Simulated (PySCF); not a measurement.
Ionisation energy of La³⁸⁺ by level of theory

La³⁸⁺ [Ar] 3d1 [3d3/2^1, M_J = 3/2] → La³⁹⁺ [Ar], as a difference of total energies. All numbers are calculated (PySCF 2.14, the two-component X2C-1e Hamiltonian, in an even-tempered Gaussian basis (16 s from 7.7 bohr⁻², ratio 2.8; 12 p from 10 bohr⁻², ratio 2.8; 8 d from 10 bohr⁻², ratio 2.8; 3 f from 30 bohr⁻², ratio 3)). Correlated levels: [Ne] frozen; the 74 highest virtual spinors dropped. "Screened" scales the spin-orbit matrix elements by Boettger's factors to mimic the two-electron term; Breit and QED terms are absent.

```
                    method  ionisation energy (eV)
           GHF (spin-free)                  2662.6
          GMP2 (spin-free)                  2662.3
 GHF (screened spin-orbit)                  2675.8
GMP2 (screened spin-orbit)                  2675.4
```

Breit and QED terms and the two-electron picture change are absent.

The spin-free rows lack the spin-orbit shift.

For comparison: 2674 ± 4 eV (theoretical estimate listed by NIST; NIST Atomic Spectra Database, ionization energies).
